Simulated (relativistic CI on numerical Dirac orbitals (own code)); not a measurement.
# L2,3 absorption of iron in several valence states

Computed multiplet spectra 2p⁶3dⁿ → 2p⁵3dⁿ⁺¹ (Dirac-Coulomb-Breit ions, Slater integrals scaled by 0.7, an assumed crystal field that grows with the charge, no charge transfer; 300 K; Lorentzian 0.4 eV and Gaussian 0.3 eV FWHM at both edges, so that L2 comes out sharper than in experiment). Peaks over 5 % are given in eV from the highest peak in the L3 region of each spectrum (height, largest 100). S of the lowest state is read from ⟨S²⟩, and the branching ratio is the share of L3, cut at the minimum between the edges.

Field parameters in Wybourne normalisation: Oh B⁴₀ = 21Dq, B⁴₄ = √(5/14) B⁴₀. The field is a parameter set, without covalency.

- Fe²⁺ (d6, Oh, 10Dq = 17200 cm⁻¹): S = 0.02, low spin, branching ratio 0.66; peaks -1.8 (7), 0.0 (100), 1.9 (24), 11.8 (55), 13.4 (12)
- Fe³⁺ (d5, Oh, 10Dq = 22200 cm⁻¹): S = 0.57, low spin, branching ratio 0.72; peaks -3.7 (33), -2.8 (15), -1.5 (50), 0.0 (100), 2.0 (19), 11.8 (56), 13.6 (13)
- Fe⁴⁺ (d4, Oh, 10Dq = 27200 cm⁻¹): S = 1.03, low spin, branching ratio 0.66; peaks -5.1 (48), -1.5 (93), -0.9 (85), 0.0 (100), 1.7 (22), 8.7 (19), 10.9 (76), 12.9 (25), 13.9 (11)
- Fe⁵⁺ (d3, Oh, 10Dq = 32200 cm⁻¹): S = 1.50, branching ratio 0.61; peaks -4.3 (51), -1.9 (57), 0.0 (80), 0.7 (73), 1.1 (73), 4.2 (8), 5.3 (6), 8.4 (23), 9.6 (44), 10.7 (100), 12.0 (34), 13.5 (43)

The centroid of the whole edge, which also moves with the branching ratio, lies at 714.7 (Fe²⁺), 716.4 (Fe³⁺), 720.4 (Fe⁴⁺), 725.6 (Fe⁵⁺) eV in this ionic model, in steps of 1.7 to 5.2 eV. Compounds show about 1 to 2 eV a unit and lower energies for the high valences, since ligands screen the charge. The multiplet shape follows the d count and the spin state, and so serves as a fingerprint of valence.
